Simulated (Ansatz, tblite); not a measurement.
Isomers of B$_{8}$H$_{13}$⁻ (singlet), found by a short tight-binding search and relaxed with r2SCAN-D4/def2-SVPD in Ansatz.

The xTB rows come from tblite. Correlated methods freeze 8 core orbitals.

Other spin states weren't relaxed.

A:

```xyz
21

B    -1.459    0.213   -0.258
B     0.715    0.570   -2.212
B    -0.127    0.907    0.783
B    -0.532   -0.619    1.064
B    -0.173    1.472   -0.826
B     1.179   -0.426    1.349
B    -0.002   -1.840    2.028
B    -0.930    0.293   -1.914
H     0.975    1.227   -3.202
H     0.160   -2.966    1.609
H     1.794   -0.853    0.395
H    -1.821    0.267   -2.724
H    -0.474   -1.720    3.148
H    -2.644    0.338   -0.051
H    -0.605    1.487    1.739
H     1.150    1.270   -1.177
H     1.410   -0.402   -1.974
H     1.252   -1.425    2.282
H     1.760    0.393    2.039
H    -1.137   -0.795   -1.010
H    -0.491    2.609   -1.090
```

B:

```xyz
21

B    -0.133   -0.071   -1.615
B     1.330   -0.469    1.131
B    -1.167    0.566   -0.223
B     1.484    0.370   -0.534
B     0.178    1.405   -0.840
B     0.358    0.985    0.797
B    -1.241   -1.175   -0.595
B    -0.937   -0.107    1.451
H     1.007   -1.628    1.249
H     2.547    0.852   -0.852
H    -1.597    0.668    2.136
H    -0.362    0.066   -2.794
H    -0.822   -2.130    0.017
H     0.269    2.457   -1.406
H     0.523    1.963    1.489
H    -2.180    1.219   -0.316
H    -2.238   -1.427   -1.245
H     1.690   -0.841   -0.202
H     2.307   -0.179    1.797
H    -0.966   -1.206    1.930
H    -0.050   -1.317   -1.376
```

C:

```tsv
atom	x (Å)	y (Å)	z (Å)
B1	0.279	0.082	1.264
B2	-1.237	0.529	0.467
B3	1.696	0.148	0.099
B4	1.302	1.039	-1.461
B5	0.921	-1.376	0.416
B6	-0.711	-1.105	0.497
B7	0.394	1.382	0.028
B8	-2.307	-0.852	-0.123
H9	2.014	1.973	-1.777
H10	1.397	-2.446	0.696
H11	-3.321	-0.776	0.527
H12	2.114	0.057	-1.247
H13	-1.930	1.142	1.234
H14	0.414	2.508	0.461
H15	-1.674	-1.949	0.600
H16	0.414	0.234	2.451
H17	0.631	0.525	-2.341
H18	2.735	0.449	0.647
H19	-0.822	1.180	-0.596
H20	-2.399	-1.318	-1.238
H21	0.087	-1.425	-0.603
```

**Question.** Estimate their order by electronic energy at ωB97X-V/def2-TZVPD, counted from the lowest.

**Answer.** C (0.0) < B (13.6) < A (27.7), in kcal/mol.

**Question.** Do the other levels pick the same lowest one?

**Answer.** Not GFN1-xTB, GFN2-xTB. Energies above each level's lowest (kcal/mol):

```tsv
level	A	B	C
GFN1-xTB	0.4	0.0	7.7
GFN2-xTB	13.3	0.0	9.5
HF/def2-SVPD	18.4	15.2	0.0
PBE-D4/def2-TZVPD	29.2	13.0	0.0
r2SCAN-D4/def2-TZVPD	28.1	13.7	0.0
PBE0-D4/def2-TZVPD	30.6	14.1	0.0
CAM-B3LYP-D4/def2-TZVPD	24.6	14.5	0.0
ωB97X-V/def2-TZVPD	27.7	13.6	0.0
MP2/def2-SVPD	35.8	12.9	0.0
```
Point groups (tolerance 0.1 Å): A not assigned, B Cs, C not assigned. Lower isomers may exist.
